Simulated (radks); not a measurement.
Q: The mean radii <r> (bohr) of the occupied orbitals of an atom or ion are listed with their occupations. Calculated with a radial shooting solver on a logarithmic mesh with Libxc functionals: Dirac Kohn-Sham, LDA (Slater exchange, VWN5 correlation), spin-unpolarised, spherical densities, finite nucleus; Fermi nuclear charge, rms radius of each element as measured or else 0.836 A^(1/3) + 0.57 fm.

| orbital | occ. | <r> |
|---|---|---|
| 1s1/2 | 2 | 0.01716 |
| 2s1/2 | 2 | 0.07175 |
| 2p1/2 | 2 | 0.05908 |
| 2p3/2 | 4 | 0.06751 |
| 3s1/2 | 2 | 0.1867 |
| 3p1/2 | 2 | 0.1769 |
| 3p3/2 | 4 | 0.1924 |
| 3d3/2 | 4 | 0.1676 |
| 3d5/2 | 6 | 0.1724 |
| 4s1/2 | 2 | 0.4153 |
| 4p1/2 | 2 | 0.4180 |
| 4p3/2 | 4 | 0.4522 |
| 4d3/2 | 4 | 0.4619 |
| 4d5/2 | 6 | 0.4732 |
| 5s1/2 | 2 | 0.9529 |
| 4f5/2 | 6 | 0.5126 |
| 4f7/2 | 8 | 0.5200 |
| 5p1/2 | 2 | 1.034 |
| 5p3/2 | 4 | 1.135 |
| 5d3/2 | 3.6 | 1.606 |
| 5d5/2 | 5.4 | 1.678 |

Name the element and its charge. Open shells, if any, are shared by 2j + 1.

A: Z = 78, platinum, charge +1: Pt+ in [Xe] 4f14 5d9. The 1s radius gives Z: for a bare nucleus <r> = (2 gamma + 1)/(2Z) with gamma = sqrt(1 - (Z/c)^2), 0.01695 bohr for Z = 78, and screening makes it slightly larger (0.01716 here). The occupations add up to 77, and the charge is Z minus that.
